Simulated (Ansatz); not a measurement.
The cluster As3P2⁺. Charge 1, multiplicity 3. Geometry PBE-D4/def2-SVP.

```xyz
5

P     0.2592   -1.8590    0.2972
P     1.2463    0.1772    0.6036
As   -0.0866   -0.2703   -1.4719
As   -0.1809    2.0134   -0.2725
As   -1.2380   -0.0612    0.8435
```

HSE06 is defined as in plane-wave codes, on full-range PBE exchange. At HF/STO-3G, HF/def2-TZVP the charge 1 triplet is spin-contaminated (final ⟨S²⟩ up to 2.52, 2.00 for a pure state). At PBE0-D4/def2-TZVP a singlet of charge 1 lies 1.57 eV below the triplet, each at its own geometry. The structure comes from a short search, and lower isomers may exist.

(1) Estimate the α-spin orbital energies around the gap (eV) in Ansatz with HF/STO-3G, HF/def2-TZVP, PBE-D4/def2-TZVP, PBE0-D4/def2-TZVP, HSE06-D4/def2-TZVP.

Answers

(1) 
```json
{"orbital": "HOMO−13", "HF/STO-3G": "-36.32", "HF/def2-TZVP": "-63.07", "PBE-D4/def2-TZVP": "-46.74", "PBE0-D4/def2-TZVP": "-51.12", "HSE06-D4/def2-TZVP": "-50.72"}
{"orbital": "HOMO−12", "HF/STO-3G": "-32.22", "HF/def2-TZVP": "-32.61", "PBE-D4/def2-TZVP": "-24.51", "PBE0-D4/def2-TZVP": "-26.83", "HSE06-D4/def2-TZVP": "-26.40"}
{"orbital": "HOMO−11", "HF/STO-3G": "-26.69", "HF/def2-TZVP": "-27.87", "PBE-D4/def2-TZVP": "-20.62", "PBE0-D4/def2-TZVP": "-22.66", "HSE06-D4/def2-TZVP": "-22.24"}
{"orbital": "HOMO−10", "HF/STO-3G": "-23.88", "HF/def2-TZVP": "-24.98", "PBE-D4/def2-TZVP": "-19.28", "PBE0-D4/def2-TZVP": "-20.99", "HSE06-D4/def2-TZVP": "-20.56"}
{"orbital": "HOMO−9", "HF/STO-3G": "-22.44", "HF/def2-TZVP": "-24.80", "PBE-D4/def2-TZVP": "-19.03", "PBE0-D4/def2-TZVP": "-20.81", "HSE06-D4/def2-TZVP": "-20.38"}
{"orbital": "HOMO−8", "HF/STO-3G": "-20.99", "HF/def2-TZVP": "-23.08", "PBE-D4/def2-TZVP": "-17.31", "PBE0-D4/def2-TZVP": "-18.99", "HSE06-D4/def2-TZVP": "-18.56"}
{"orbital": "HOMO−7", "HF/STO-3G": "-15.56", "HF/def2-TZVP": "-17.22", "PBE-D4/def2-TZVP": "-13.60", "PBE0-D4/def2-TZVP": "-14.69", "HSE06-D4/def2-TZVP": "-14.31"}
{"orbital": "HOMO−6", "HF/STO-3G": "-15.25", "HF/def2-TZVP": "-17.01", "PBE-D4/def2-TZVP": "-13.20", "PBE0-D4/def2-TZVP": "-14.43", "HSE06-D4/def2-TZVP": "-14.03"}
{"orbital": "HOMO−5", "HF/STO-3G": "-14.22", "HF/def2-TZVP": "-17.00", "PBE-D4/def2-TZVP": "-13.07", "PBE0-D4/def2-TZVP": "-14.28", "HSE06-D4/def2-TZVP": "-13.88"}
{"orbital": "HOMO−4", "HF/STO-3G": "-13.62", "HF/def2-TZVP": "-15.84", "PBE-D4/def2-TZVP": "-12.67", "PBE0-D4/def2-TZVP": "-13.64", "HSE06-D4/def2-TZVP": "-13.27"}
{"orbital": "HOMO−3", "HF/STO-3G": "-13.32", "HF/def2-TZVP": "-15.48", "PBE-D4/def2-TZVP": "-12.58", "PBE0-D4/def2-TZVP": "-13.64", "HSE06-D4/def2-TZVP": "-13.25"}
{"orbital": "HOMO−2", "HF/STO-3G": "-13.26", "HF/def2-TZVP": "-15.35", "PBE-D4/def2-TZVP": "-12.24", "PBE0-D4/def2-TZVP": "-13.26", "HSE06-D4/def2-TZVP": "-12.87"}
{"orbital": "HOMO−1", "HF/STO-3G": "-10.83", "HF/def2-TZVP": "-12.64", "PBE-D4/def2-TZVP": "-9.68", "PBE0-D4/def2-TZVP": "-10.58", "HSE06-D4/def2-TZVP": "-10.21"}
{"orbital": "HOMO", "HF/STO-3G": "-10.49", "HF/def2-TZVP": "-12.63", "PBE-D4/def2-TZVP": "-9.59", "PBE0-D4/def2-TZVP": "-10.50", "HSE06-D4/def2-TZVP": "-10.13"}
{"orbital": "LUMO", "HF/STO-3G": "-1.17", "HF/def2-TZVP": "-4.10", "PBE-D4/def2-TZVP": "-7.71", "PBE0-D4/def2-TZVP": "-7.05", "HSE06-D4/def2-TZVP": "-7.42"}
{"orbital": "LUMO+1", "HF/STO-3G": "-0.57", "HF/def2-TZVP": "-3.59", "PBE-D4/def2-TZVP": "-7.48", "PBE0-D4/def2-TZVP": "-6.73", "HSE06-D4/def2-TZVP": "-7.10"}
{"orbital": "LUMO+2", "HF/STO-3G": "0.41", "HF/def2-TZVP": "-3.33", "PBE-D4/def2-TZVP": "-7.27", "PBE0-D4/def2-TZVP": "-6.51", "HSE06-D4/def2-TZVP": "-6.88"}
{"orbital": "LUMO+3", "HF/STO-3G": "0.58", "HF/def2-TZVP": "-3.28", "PBE-D4/def2-TZVP": "-7.24", "PBE0-D4/def2-TZVP": "-6.46", "HSE06-D4/def2-TZVP": "-6.84"}
{"orbital": "LUMO+4", "HF/STO-3G": "1.23", "HF/def2-TZVP": "-2.70", "PBE-D4/def2-TZVP": "-6.68", "PBE0-D4/def2-TZVP": "-5.95", "HSE06-D4/def2-TZVP": "-6.32"}
{"orbital": "LUMO+5", "HF/STO-3G": "1.34", "HF/def2-TZVP": "-2.56", "PBE-D4/def2-TZVP": "-6.58", "PBE0-D4/def2-TZVP": "-5.83", "HSE06-D4/def2-TZVP": "-6.20"}
{"orbital": "β HOMO", "HF/STO-3G": "-12.49", "HF/def2-TZVP": "-14.60", "PBE-D4/def2-TZVP": "-11.98", "PBE0-D4/def2-TZVP": "-12.88", "HSE06-D4/def2-TZVP": "-12.50"}
{"orbital": "β LUMO", "HF/STO-3G": "-1.99", "HF/def2-TZVP": "-4.78", "PBE-D4/def2-TZVP": "-8.90", "PBE0-D4/def2-TZVP": "-8.17", "HSE06-D4/def2-TZVP": "-8.54"}
```
